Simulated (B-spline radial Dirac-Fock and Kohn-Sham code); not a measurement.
These are calculated numbers from an atomic code on a B-spline grid; the model is Dirac-Fock (average of configuration) total-energy differences with a finite nucleus, the Breit interaction including its frequency dependence, and self-energy and vacuum-polarisation corrections. Correlation energy is missing from these numbers.

**Question.** Identify the element and charge state from the binding energies below (tabulated ground configuration; the least bound level is included).

```csv
level,binding energy (eV)
1s,75346.0
2p3/2,12356.6
3s,4510.3
3p1/2,4252.2
3p3/2,3911.1
3d3/2,3487.7
4d,1536.9
```

**Answer.** Os³⁵⁺: Z = 76 with 41 electrons, [Kr] 4d5. The hydrogen-like estimate √(E/Ry) = 74.4 for the K level lies 1.6 below Z (screening lowers it, relativity raises it); the outermost level, at 1536.9 eV, fixes the charge.
